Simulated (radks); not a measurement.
Spherical jellium clusters: N electrons in a uniform positive sphere of charge N and radius rs N^(1/3), rs = 3.88 bohr. Calculated with a radial shooting solver with Libxc functionals: non-relativistic Kohn-Sham, PBE, spin-polarised, spherical densities. Levels are named by radial order and angular momentum (1s, 1p, 1d, 2s, ...), and open shells are averaged over m.

N = 9, configuration 1s2 1p6 1d(up 1, down 0). This is the lowest configuration that the search found. Occupied levels:

level,occupation,eigenvalue (eV),<r> (bohr)
1s up,1,-4.7847,5.432
1s down,1,-4.7270,5.220
1p up,3,-3.5901,6.508
1p down,3,-3.4343,6.389
1d up,1,-2.1230,7.504

Energy (eV): total -16.0406, kinetic 16.218, external -320.16, Hartree 156.93, exchange-correlation -32.882, background 163.86.
